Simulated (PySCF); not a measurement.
Zn(Br)(NMe2) (C₂H₆BrNZn), SMILES C[N]([Zn][Br])C.

The structure is a stationary point at B3LYP-D3(BJ)/def2-SVP. The structure was generated by enumeration; whether it is a known compound was not checked. One conformer was computed; it need not be the lowest.

Vertical ionisation energy (IE) and electron affinity (EA) in eV. Rows of orbital energies are one-electron estimates. Where ΔSCF, EOM or ADC give a negative EA the extra electron is unbound and the value depends on the basis.

```csv
level,IE,EA
"−ε(HOMO), −ε(LUMO), B3LYP/def2-TZVP (PySCF)",[?],[?]
"−ε(HOMO), −ε(LUMO), PBE/def2-TZVP (PySCF)",4.87,1.91
```

Problem. Complete the blanks. (The exact figures need the calculation; the answer reports its results.)

Solution. 
- −ε(HOMO), −ε(LUMO), B3LYP/def2-TZVP (PySCF), IE: 5.90
- −ε(HOMO), −ε(LUMO), B3LYP/def2-TZVP (PySCF), EA: 1.33
